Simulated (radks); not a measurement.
All-electron atom: O3+ in [He] 2s2 2p1 (the NIST ground configuration).

Method: non-relativistic Kohn-Sham, AM05, spin-polarised, spherical densities, point nucleus; open shells are filled with parallel spins first; computed with a radial shooting solver on a logarithmic mesh with Libxc functionals.

Energy parts (hartree):
part                      energy
total                  -70.77361
kinetic                 70.55739
electron-nucleus      -156.66868
Hartree                 21.62409
exchange-correlation    -6.28642

Orbitals (lengths in bohr, moments of r in powers of bohr; r(max) is where P^2 peaks):
| orbital | occ. | eigenvalue (hartree) | <r^4> | <r> | <1/r> | r(max) |
|---|---|---|---|---|---|---|
| 1s up | 1 | -21.43231 | 0.007639 | 0.2002 | 7.599 | 0.1299 |
| 1s down | 1 | -21.39129 | 0.007540 | 0.1997 | 7.613 | 0.1298 |
| 2s up | 1 | -2.95057 | 2.186 | 0.9746 | 1.494 | 0.8077 |
| 2s down | 1 | -2.84429 | 2.330 | 0.9883 | 1.468 | 0.8154 |
| 2p up | 1 | -2.42874 | 2.105 | 0.9126 | 1.410 | 0.7011 |
| 2p down | 0 | -2.31080 | 2.332 | 0.9328 | 1.385 | 0.7142 |

The highest occupied level is 2p up at -66.089 eV. The spin density at the nucleus is -0.0212 e/bohr^3 (1s -0.4766, 2s 0.4554), a Fermi contact field of -1.11 T. The electron density at the nucleus is 316 e/bohr^3. Virial ratio -V/T = 2.00306. For comparison, the ionisation energy in NIST's Atomic Spectra Database is 77.414 eV (measured). In exact Kohn-Sham theory the highest level is minus the ionisation energy, but local and semilocal functionals leave it too shallow, through self-interaction and a potential that decays too fast; potentials with the right tail come closer.
